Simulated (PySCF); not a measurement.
Zn(Me)(OMe), C2H6OZn, SMILES C[O][Zn][CH3] (B3LYP/def2-SVP optimised geometry):

```
10

Zn     0.719     0.390     0.000
C      2.656     0.390     0.000
H      3.044     1.076    -0.770
H      3.049    -0.618    -0.211
H      3.047     0.712     0.978
O     -1.056     0.568     0.000
C     -2.049    -0.408     0.000
H     -2.026    -1.069     0.894
H     -3.049     0.071    -0.005
H     -2.020    -1.076    -0.889
```

Level of theory: B3LYP/def2-TZVP (PySCF).

Task: What are the frontier orbital energies and the dipole moment?

Result: HOMO-2 -8.40 eV, HOMO-1 -7.17 eV, HOMO -6.88 eV, LUMO -0.63 eV, LUMO+1 -0.10 eV; dipole moment 1.60 D.

Meta-Löwdin charges at B3LYP/def2-TZVP: Zn1 1.14, C2 -0.79, H3 0.12, H4 0.12, H5 0.12, O6 -0.87, C7 -0.08, H8 0.08, H9 0.10, H10 0.08.
